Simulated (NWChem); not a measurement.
System: Si₂N₂H₆O; SMILES O[SiH]1N[SiH2]N1

NWChem input:

```
start job
memory heap 200 mb stack 900 mb global 1100 mb
geometry units angstroms noautosym nocenter noautoz
  O     -0.546755    -2.216713     0.004205
  Si     0.418642    -0.866938     0.002211
  N      0.082492     0.360198    -1.193013
  Si    -0.169624     1.615806    -0.004638
  N      0.092523     0.367660     1.195946
  H     -1.498184    -2.040032     0.054573
  H      1.770419    -1.467715     0.009496
  H     -0.084758     0.311126    -2.185420
  H     -1.520568     2.249277    -0.022538
  H      0.826382     2.725399     0.013441
  H      0.377469     0.432098     2.161435
end
basis spherical
  O library 6-311g**
  Si library 6-311g**
  N library 6-311g**
  H library 6-311g**
end
dft
  xc pbe0
  iterations 150
end
tddft
  cis
  ecut -17.5
  nroots 6
  notriplet
end
task tddft energy
```

Geometry: optimised at B3LYP/6-31G* (spherical d).

Core excitations by TDA in a window of 1s orbitals, non-relativistic and unshifted: absolute energies depend strongly on the exact-exchange share.

### Question
What results follow from this input? (PBE0/6-311G** (spherical d), restricted-window TDA.) Quantities: first 1s excitation (eV); dipole oscillator strength of the first; first state with f > 0.002 (eV); dipole oscillator strength of that state.

### Answer
The first 1s excitation (eV) comes out as 521.3, the dipole oscillator strength of the first is 0.0074 and the first state with f > 0.002 (eV) is 521.3. The dipole oscillator strength of that state is 0.0074.
